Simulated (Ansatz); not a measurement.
The cluster MoO3⁺. The state is a doublet with charge 1. Geometry B3LYP-D4/def2-TZVP; atoms count from 1.

Cartesian coordinates in Å:
```
Mo 0.039 -0.079 -0.506
O -0.836 -1.304 0.210
O 1.573 0.041 0.497
O -0.776 1.342 -0.201
```

In the def2 sets Mo takes a core potential; there is no spin–orbit coupling. The structure comes from a short search, and lower isomers may exist.

Question: Estimate the Mulliken populations from the PBE0/def2-TZVP orbitals of Ansatz.

Answer: 
| atom | charge (e) | spin (α − β) | d electrons |
| --- | --- | --- | --- |
| Mo1 | 1.83 | -0.25 | 3.80 |
| O2 | -0.32 | 0.14 | – |
| O3 | -0.19 | 0.97 | – |
| O4 | -0.32 | 0.14 | – |
Mulliken values depend strongly on the basis.

Question: Where does the spin sit?

Answer: Summed by element: Mo -0.25, O 1.25, of 1 unpaired in all. Largest on single atoms: O3 0.97, Mo1 -0.25, O2 0.14.

Question: And the Mayer bond orders between heavy atoms (over 0.3)?

Answer: Mo1–O2 2.04 (1.67 Å); Mo1–O3 1.20 (1.84 Å); Mo1–O4 2.04 (1.67 Å).
